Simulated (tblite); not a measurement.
Species: C6H10F2 (charge +1 and doublet state).
Atom-mapped SMILES: `[CH3:1][CH2:2][CH2:3][CH+:4][CH:5][CH:6]([F:7])[F:8]` (hydrogens: H9, H10, H11 on C1; H12, H13 on C2; H14, H15 on C3; H16 on C4; H17 on C5; H18 on C6)

Computed with GFN2-xTB (tblite), gas phase: L-BFGS steps from a force-field or distance-geometry start until the largest atomic force falls under 0.01 eV/Å.

The end geometry, which sets the zero of energy:
```
atom  x, y, z in Å
C1     -2.6905    0.4233    0.7043
C2     -1.7340   -0.3507   -0.1668
C3     -0.2937    0.0871   -0.0888
C4      0.6589   -0.6768   -0.9126
C5      1.9991   -0.5264   -0.9421
C6      2.8246    0.3761   -0.0774
F7      3.8801   -0.2653    0.4402
F8      2.1347    0.9141    0.9523
H9     -2.4470    0.3166    1.7643
H10    -3.7084    0.0721    0.5590
H11    -2.6563    1.4946    0.4974
H12    -1.8194   -1.4259    0.0527
H13    -2.0799   -0.2800   -1.2110
H14     0.0565    0.0344    0.9596
H15    -0.1980    1.1662   -0.2868
H16     0.2449   -1.4611   -1.5371
H17     2.6039   -1.1123   -1.6221
H18     3.2156    1.2203   -0.6900
```

Problem. These geometries come from the run, each turned onto the end geometry. Order them by energy, lowest first.
A.
```
atom  x, y, z in Å
C1     -2.6972    0.4561    0.6695
C2     -1.7322   -0.3391   -0.1729
C3     -0.2820    0.0481   -0.0376
C4      0.6620   -0.7006   -0.8870
C5      1.9975   -0.5277   -0.9440
C6      2.8178    0.3784   -0.0797
F7      3.9627   -0.2043    0.2954
F8      2.1775    0.7830    1.0386
H9     -2.3815    0.5056    1.7126
H10    -3.6934    0.0249    0.6185
H11    -2.7744    1.4926    0.3290
H12    -1.8521   -1.4136    0.0347
H13    -2.0385   -0.2526   -1.2263
H14     0.0461   -0.1026    1.0084
H15    -0.1502    1.1339   -0.1522
H16     0.2446   -1.4855   -1.5058
H17     2.6008   -1.0849   -1.6495
H18     3.0835    1.2946   -0.6563
```
B.
```
atom  x, y, z in Å
C1     -2.4543    0.4342    0.8024
C2     -1.4442   -0.3951    0.0578
C3     -0.3547    0.4739   -0.6085
C4      0.6548   -0.2949   -1.3554
C5      1.9453   -0.4612   -1.0190
C6      2.5161   -0.0736    0.3140
F7      3.6471   -0.7219    0.5881
F8      1.6543   -0.3105    1.3255
H9     -1.9832    1.1381    1.4872
H10    -3.1246   -0.2357    1.3510
H11    -3.1234    0.9981    0.1465
H12    -0.9075   -1.0397    0.7674
H13    -1.9416   -1.0575   -0.6556
H14     0.1049    1.1400    0.1230
H15    -0.9086    1.1039   -1.3178
H16     0.2978   -0.7990   -2.2493
H17     2.6671   -0.9092   -1.6895
H18     2.7459    1.0165    0.3273
```
C.
```
atom  x, y, z in Å
C1     -2.7360    0.5017    0.5348
C2     -1.6990   -0.4571    0.0060
C3     -0.2850    0.0715   -0.0047
C4      0.6296   -0.5010   -1.0085
C5      1.9724   -0.3783   -1.0365
C6      2.8543    0.2471    0.0000
F7      3.9780   -0.4558    0.1741
F8      2.2653    0.3753    1.2093
H9     -2.3974    1.0140    1.4340
H10    -3.6698   -0.0121    0.7434
H11    -2.9545    1.2814   -0.1995
H12    -1.7207   -1.3662    0.6317
H13    -2.0012   -0.8293   -0.9801
H14     0.1766   -0.0754    0.9881
H15    -0.2874    1.1713   -0.0845
H16     0.1847   -1.0881   -1.8037
H17     2.5356   -0.7620   -1.8780
H18     3.1456    1.2693   -0.3307
```
D.
```
atom  x, y, z in Å
C1     -2.4197    0.4067    0.8237
C2     -1.3892   -0.3843    0.0489
C3     -0.3965    0.5271   -0.6691
C4      0.6115   -0.2468   -1.4493
C5      1.9269   -0.5562   -0.9308
C6      2.4751   -0.0462    0.3429
F7      3.7157   -0.5669    0.5612
F8      1.7201   -0.4208    1.4040
H9     -1.9527    1.0482    1.5775
H10    -3.1234   -0.2665    1.3434
H11    -3.0151    1.0407    0.1468
H12    -0.8477   -1.0379    0.7624
H13    -1.8960   -1.0436   -0.6483
H14     0.0785    1.2136    0.0331
H15    -0.9598    1.1690   -1.3805
H16     0.3158   -0.6999   -2.3735
H17     2.5792   -1.1690   -1.5444
H18     2.5684    1.0388    0.3471
```
E.
```
atom  x, y, z in Å
C1     -2.6988    0.5018    0.6249
C2     -1.7329   -0.3805   -0.1317
C3     -0.2804    0.0131   -0.0155
C4      0.6629   -0.6734   -0.9196
C5      2.0007   -0.4986   -0.9712
C6      2.8231    0.3547   -0.0516
F7      4.0186   -0.1848    0.2017
F8      2.2224    0.6050    1.1325
H9     -2.3683    0.7123    1.6428
H10    -3.6842    0.0475    0.6588
H11    -2.7978    1.4743    0.1324
H12    -1.8542   -1.4244    0.2076
H13    -2.0398   -0.4178   -1.1918
H14     0.0576   -0.1742    1.0240
H15    -0.1698    1.1068   -0.0784
H16     0.2391   -1.4027   -1.6023
H17     2.5916   -0.9938   -1.7350
H18     3.0012    1.3410   -0.5327
```

Solution. A (0.006 eV), E (0.017 eV), C (0.040 eV), B (0.086 eV), D (0.469 eV).

In the order of the answer:

| step | E above end (eV) | largest force (eV/Å) | rms force component (eV/Å) | rms distance from end (Å) | rms bond change (Å) | bond most changed (Å) |
| --- | --- | --- | --- | --- | --- | --- |
| 182 | 0.006 | 0.05 | 0.015 | 0.113 | 0.001 | C1–H11 +0.002 |
| 171 | 0.017 | 0.14 | 0.044 | 0.217 | 0.002 | C2–H12 +0.004 |
| 150 | 0.040 | 0.05 | 0.020 | 0.426 | 0.002 | C2–H13 -0.006 |
| 32 | 0.086 | 0.08 | 0.029 | 0.895 | 0.011 | C2–C3 +0.037 |
| 0 | 0.469 | 4.00 | 0.819 | 0.936 | 0.028 | C4–C5 +0.098 |

What follows is the cost of the whole relaxation. The run took 1.4 s of wall time on Arm Neoverse V1, one thread, shared host with 64 logical CPUs at a one-minute load of 16.
